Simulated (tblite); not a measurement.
C5H10B2F2S.
Atom-mapped SMILES: `[CH3:1][BH:2]/[C:3](=[CH:4]\[B:5]([F:6])[F:7])[S:8][CH2:9][CH3:10]` (hydrogens: H11, H12, H13 on C1; H14 on B2; H15 on C4; H16, H17 on C9; H18, H19, H20 on C10)

Structure used (GFN2-xTB), in Å, numbered top down from 1:
```
atom  x, y, z in Å
C1    -2.5332   -1.1329   -0.9074
B2    -1.8323    0.2608   -1.0529
C3    -0.4137    0.4569   -0.4158
C4    -0.2195    0.9908    0.8122
B5    -1.4065    1.4587    1.6401
F6    -2.6623    1.3495    1.2079
F7    -1.3028    2.0043    2.8454
S8     0.8630   -0.0939   -1.4792
C9     2.4317    0.1744   -0.5708
C10    2.7062   -0.9234    0.4396
H11   -3.5734   -1.1403   -1.2180
H12   -1.9995   -1.8517   -1.5316
H13   -2.4760   -1.5188    0.1083
H14   -2.2787    1.1213   -1.7067
H15    0.7756    1.1054    1.2202
H16    3.1903    0.1813   -1.3530
H17    2.3897    1.1608   -0.1117
H18    2.7704   -1.8868   -0.0606
H19    1.9157   -0.9750    1.1848
H20    3.6502   -0.7309    0.9461
```

Calculated harmonic vibrations of the isolated species, GFN2-xTB (tblite), most abundant isotopes, no scaling. Errors from tens to a few hundred cm⁻¹ against measured bands are possible. Modes of hydrogen on boron can be 10 to 20 % off. One conformer, not necessarily the lowest. The optimisation stopped once no atom felt more than 0.01 eV/Å.

Lowest wavenumbers of the output (negative numbers stand for imaginary wavenumbers):
```
mode    cm-1
  1     -38.5
  2      37.5
  3      48.8
  4      68.8
  5      79.2
  6      88.4
  7     133.8
  8     176.7
```

Problem. Is this structure a minimum?

Solution. Not by this Hessian. 1 mode is imaginary beyond 20i (38i cm⁻¹), so at this level the point lies at or near a first-order saddle. The curvature is small, so loose convergence or finite differences may be the whole cause.

Problem. Which atoms move in the imaginary mode?

Solution. 38i: H12 (methyl hydrogen) 36 %, H13 (methyl hydrogen) 31 %, H11 (methyl hydrogen) 28 %. These are shares of the mass-weighted motion.

Problem. What is the remedy?

Solution. Step along that mode in both directions, optimise again with tighter thresholds and repeat the frequencies. The zero-point energy of this point (91.3 kcal/mol) counts the 53 real modes alone, and thermal corrections from it aren't those of a minimum.
